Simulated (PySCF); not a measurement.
Isomers of C5H6BNO2S. The calculation used PBE0-D3(BJ)/def2-SVP geometry optimisation, gas phase in PySCF 2.14.0. One conformer each; no zero-point energy, no entropy. No frequencies were run at this level. Point groups hold within 0.08 Å.

Question: Order them by energy at this level, lowest first, and give relative energies in kJ/mol.
A. `[OH:1][B:2]([OH:3])[c:4]1[cH:5][cH:6][c:7]([SH:8])[cH:9][n:10]1` with H–O1–B2–O3 174°, O1–B2–O3–H -2°, C6–C7–S8–H -179°
B. `[CH2:1]=[N:2][c:3]1[cH:4][cH:5][c:6]([B:7]([OH:8])[OH:9])[s:10]1` with C1–N2–C3–C4 -177°, C6–B7–O8–H 180°, C6–B7–O9–H -179°

Answer: A (0.0), B (64.6).

As drawn, the lower has an S–H bond, which the higher lacks; the higher has a C=N bond, which the lower lacks.

```tsv
SMILES	E (Eh)	E rel (kJ/mol)	dipole (D)	point group	A, B, C (MHz)
OB(O)c1ccc(S)cn1	-821.45626	0.0	2.13	C1	3720, 537.1, 473.9
C=Nc1ccc(B(O)O)s1	-821.43164	64.6	3.55	near Cs	3005, 678.3, 553.4
```

Q: How do the relative energies change in single points at PBE0/pcSseg-1 (no added dispersion term) on the same geometries?

A: 
```tsv
SMILES	PBE0-D3(BJ)/def2-SVP (kJ/mol)	PBE0/pcSseg-1 (kJ/mol)	shift
OB(O)c1ccc(S)cn1	0.0	0.0	0.0
C=Nc1ccc(B(O)O)s1	64.6	62.1	-2.5
```

Each column counts from its own lowest isomer. The order is unchanged; the largest shift is 2.5 kJ/mol.

Q: As an exercise, what shares would exp(−E/RT) give at 2000 K from these electronic energies alone (no entropy, no degeneracies)?

A: RT = 16.629 kJ/mol: OB(O)c1ccc(S)cn1 98.0 %, C=Nc1ccc(B(O)O)s1 2.0 %.
